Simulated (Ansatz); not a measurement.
Reactions of CH$_{5}$ClO$_{2}$Si (`CO[SiH](O)Cl`).

Computed with Ansatz on PBE0-D4/def2-TZVP structures; ΔE is electronic, products minus reactants. CCSD(T)/CBS adds triple-zeta CCSD(T) − MP2 to the extrapolated MP2 energy (def2 sets, frozen cores). This one scheme is used for every species. DFT in def2-TZVPP. One conformer a species, not always the lowest.

```csv
reaction,PBE0-D4 (kJ/mol)
`CO[SiH](O)Cl` + `O[SiH](O)O` → `O[SiH](Cl)[Si](O)(O)O` + CH₃OH,116
`CO[SiH](O)Cl` + `F[Si](F)(Cl)O[SiH3]` → `O[SiH](Cl)O[Si](F)(F)Cl` + `CO[SiH3]`,7
`CO[SiH](O)Cl` + `N[SiH](O)O` → `O[SiH](O)N[SiH](O)Cl` + CH₃OH,26
`CO[SiH](O)Cl` + H₂ → `CO[SiH2]Cl` + H₂O,90
`CO[SiH](O)Cl` + `CO[SiH]([SiH3])Cl` → `CO[Si@H](Cl)[Si@H](O)Cl` + `CO[SiH3]`,39
```

Task: Give the CCSD(T)/CBS values in the same order. (An estimate is asked.)

Result: Computed: 135, 9, 31, 94, 40 kJ/mol.

Largest T1 diagnostic: 0.012, for `O[SiH](Cl)[Si](O)(O)O`.
